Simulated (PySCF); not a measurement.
Bonds (- single, = double, # triple, : aromatic): C1-S2, S2-C3, S2-Ga4, Ga4-C5, C5-Cl6. C1 carries H7, H8, H9; C3 carries H10, H11, H12; Ga4 carries H13, H14; C5 carries H15, H16. Formal charges: S2 +1, Ga4 -1.

Geometry: PBE0-D3(BJ)/def2-SVP; GIAO shifts from PySCF, gas phase, non-relativistic, averaged over equivalent atoms.

At PBE0/pcSseg-1 (190 basis functions, 23 s wall time on 1 thread of an x86-64 server CPU, shared host):
| atoms | δ (ppm) |
| --- | --- |
| C5 | 28.9 |
| C1/C3 | 23.7 |
| S2 | -92.2 |
| Ga4 | 215.5 |
| Cl6 | -30.3 |
| H13/H14 | 4.19 |
| H15/H16 | 2.61 |
| H7/H8/H9/H10/H11/H12 | 1.94 |

δ = σ(ref) − σ, references computed at the same level: 13C (184.41 ppm) and 1H (31.27 ppm) against TMS; 33S (495.66 ppm) vs CS2; GaH4- for 71Ga (1710.18 ppm); HCl for 35Cl (943.27 ppm).

Estimate the result of repeating the calculation with CAM-B3LYP/pcSseg-1.

## Answers


```tsv
atoms	δ at CAM-B3LYP/pcSseg-1	change
C5	28.7	-0.2
C1/C3	23.4	-0.3
S2	-91.3	+0.9
Ga4	224.5	+9.0
Cl6	-35.2	-4.9
H13/H14	4.17	-0.02
H15/H16	2.56	-0.05
H7/H8/H9/H10/H11/H12	1.90	-0.04
```

Scale: 13C (σref 182.45) and 1H (σref 31.33) against TMS; CS2 for 33S (σref 487.21); 71Ga (σref 1706.11) against GaH4-; 35Cl (σref 938.90) vs HCl (reference shieldings calculated alike).

The largest change is at Ga4 (Ga bonded to C, S, 2 H). Cost: 190 basis functions, 29 s wall time on 1 thread of an x86-64 server CPU, shared host.

Relativistic effects, spin–orbit coupling among them, are left out; they matter for Ga and for the light atoms bonded to it. Carbons that carry Cl, above all several Cl atoms, come out too deshielded, partly because spin–orbit coupling is missing.
